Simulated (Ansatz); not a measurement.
A geometry relaxed with Ansatz (a quantum-chemistry and plane-wave program) with PBE-D3(BJ)/def2-TZVP, charge 0, multiplicity 2:

```xyz
5

H      2.0508    -0.3439    -0.1427
Si    -0.3495     0.4250     0.4474
Br    -0.4547     1.6811    -1.4211
S      1.0634    -1.1828     0.2585
Br    -2.3100    -0.5794     0.8580
```

Question: Write the SMILES of this molecule.

Answer: `S[Si](Br)Br`
